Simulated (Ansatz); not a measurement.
Two isomers of C2H4FI: A = `CC(F)I`, B = `FCCI`.

Calculated with Ansatz (gas phase, PBE0-D4/def2-TZVP geometries, no zero-point term in ΔE). CBS: MP2 limit from def2 TZ/QZ plus the TZ coupled-cluster correction, frozen cores. DFT in def2-TZVPP. B3LYP here is the variant with VWN-RPA as its local correlation; programs differ in this. def2 core potentials past Kr. For I outer-core shells are correlated without core-valence functions, which leaves a few kJ/mol of doubt a bond. Each species was taken in one conformer, which may not be the lowest.

A:

Z-matrix (Å, degrees):
```
C
C 1 1.498
H 1 1.090 2 110.8
H 1 1.090 2 110.4 3 120.8
H 1 1.094 2 108.8 3 -119.7
F 2 1.361 1 110.5 3 60.7
I 2 2.166 1 111.4 3 -60.1
H 2 1.090 1 113.7 3 -177.3
```

B:

```xyz
8

F    -1.1653   -0.1238    1.4509
C    -0.7366    0.2311    0.1832
C     0.6674   -0.2779   -0.0037
I     1.3585    0.2540   -1.9518
H    -1.4208   -0.2123   -0.5444
H    -0.7793    1.3200    0.1016
H     1.3591    0.1712    0.7053
H     0.7171   -1.3625    0.0588
```

Which is lower in electronic energy at CCSD(T)/CBS, and by how much? (Estimate.)

The calculation gave: A, by 0.7 kJ/mol. So small a gap doesn't settle the order.

Give E(B) − E(A) in kJ/mol with HF/def2-TZVPP, PBE0-D4, CCSD(T)/def2-SVP, MP2/def2-TZVPP, ωB97M-V, B3LYP-D4, B3LYP. (Best estimate.)

The calculation gave: HF/def2-TZVPP -6.1, PBE0-D4 4.9, CCSD(T)/def2-SVP 3.0, MP2/def2-TZVPP 0.9, ωB97M-V 3.4, B3LYP-D4 5.1, B3LYP 3.9. The order is the other way round with HF/def2-TZVPP.

Does the order hold for the free energy at 298.15 K (harmonic terms from PBE0-D4)? (Estimate.)

Ansatz gave: Yes: G(B) − G(A) = +2.1 kJ/mol, for one conformer each.

Largest T1 diagnostic: 0.010.

In def2-TZVPP, CCSD(T) changes the Hartree–Fock value by +6.4 kJ/mol (the triples alone add +1.7 kJ/mol) and MP2 by +7.0 kJ/mol. Leaving LDA and LC-ωPBE aside and taking each functional with its dispersion term where it has one, the values, not all of them listed here, spread over 8.2 kJ/mol, from BHLYP-D4 to r2SCAN-D4. LDA lies +4.4 kJ/mol from PBE without D4.
